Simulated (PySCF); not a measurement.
H3O, SMILES [OH3+], charge +1.

Geometry optimised at PBE0-D3(BJ)/def2-TZVPD. The isomer is the one that the SMILES or the coordinates give; other isomers of the formula were not compared.

Computed with M06-2X/def2-TZVPD in PySCF.

The molecule is in vacuum.

Computed frontier levels, gap, dipole moment and polarisability:
```yaml
highest_occupied_level: -22.72 eV
lowest_empty_level: -6.57 eV
orbital_gap: 16.15 eV
dipole_moment_about_the_centre_of_nuclear_charge: 1.45 D
mean_static_polarisability: 6.5 bohr³ (0.96 Å³)
polarisability_principal_values: 5.6, 6.9, 6.9 bohr³
```
